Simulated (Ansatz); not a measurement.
A nudged elastic band was laid between two geometries of CH9ClGeSi2 (14 atoms, charge 0, multiplicity 1).

Theory: RHF/def2-SVP in Ansatz 0.2.0.

- movable images: 5
- climbing image: yes
- spring: 5.0 eV/Å²
- optimiser: quadratic models (default)
- start path: through a guess of the saddle point
- force threshold: 0.05 eV/Å
- iteration limit: 60
- end points: relaxed

First end point:

```xyz
14
Properties=species:S:1:pos:R:3
Si -1.052 -1.079 1.669
Ge 0.233 0.505 0.373
Si 1.958 -0.549 -0.951
C -0.996 1.492 -0.839
Cl -1.791 0.348 -1.983
H -2.252 -0.413 2.231
H -1.475 -2.219 0.824
H -0.219 -1.592 2.784
H 0.864 1.555 1.310
H 3.046 -1.016 -0.058
H 1.410 -1.711 -1.687
H 2.515 0.426 -1.920
H -0.467 2.228 -1.438
H -1.786 1.996 -0.289
```

Last end point:

```xyz
14
Properties=species:S:1:pos:R:3
Si -1.027 -1.108 1.665
Ge 0.288 0.464 0.386
Si 1.857 -0.619 -1.100
C -0.935 1.605 -0.688
Cl -1.883 0.590 -1.837
H -1.567 -2.169 0.785
H -0.173 -1.735 2.704
H -2.151 -0.402 2.328
H 1.045 1.409 1.342
H 2.953 -1.222 -0.303
H 1.185 -1.686 -1.876
H 2.434 0.377 -2.035
H -0.390 2.335 -1.281
H -1.650 2.132 -0.062
```

**Question.** What changes between the two ends?

**Answer.** No bond is made or broken. The dihedral H6–Si1–Ge2–Si3 goes from -168 to -47°. The two ends are copies of one structure, up to a mirror image or an exchange of like atoms.

**Question.** Give the energies along the band, and the barrier.

**Answer.** It converged. The highest image is number 3 of 0 to 6, 0.035 eV above the ends, which have the same energy within 2 meV. A vibrational analysis at the climbing image gives one clearly imaginary mode, 77i cm⁻¹: a first-order saddle point.

| image | path coordinate (Å) | energy (eV) | dihedral H6–Si1–Ge2–Si3 (°) |
| --- | --- | --- | --- |
| 0 | 0.00 | 0.000 | -168 |
| 1 | 0.80 | 0.009 | -148 |
| 2 | 1.60 | 0.027 | -128 |
| 3 | 2.40 | 0.035 | -109 |
| 4 | 3.22 | 0.024 | -88 |
| 5 | 4.03 | 0.008 | -68 |
| 6 | 4.85 | 0.000 | -47 |

**Question.** What is the geometry of the highest image?

**Answer.** 
```xyz
14
Properties=species:S:1:pos:R:3
Si -1.017 -1.096 1.708
Ge 0.263 0.474 0.376
Si 1.865 -0.604 -1.075
C -0.965 1.571 -0.739
Cl -1.756 0.546 -1.990
H -2.414 -1.158 1.219
H -0.410 -2.447 1.616
H -1.019 -0.673 3.129
H 1.000 1.460 1.307
H 2.932 -1.219 -0.247
H 1.210 -1.662 -1.877
H 2.479 0.393 -1.985
H -0.425 2.356 -1.262
H -1.756 2.029 -0.151
```

The run took 3 min on 2 threads of Arm Neoverse V2, on a shared host, peak memory 0.41 GiB.
